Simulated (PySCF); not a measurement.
A calculated (UHF, PySCF 2.14, aug-cc-pVTZ-DK, the spin-free X2C one-electron Hamiltonian (Gaussian nucleus)) atom or ion has these occupied shells.

```
shell  electrons  orbital energy (eV)  rms radius, mean of both spins (bohr)
   1s          2              -2222.5                                  0.120
   2s          2              -244.30                                  0.558
   2p          6              -185.65                                  0.538
   3s          2              -50.001                                   1.81
```

(1) Name the element and its charge.

Results:

(1) P(3+) (phosphorus, charge +3), in [Ne] 3s2, closed-shell 1S.
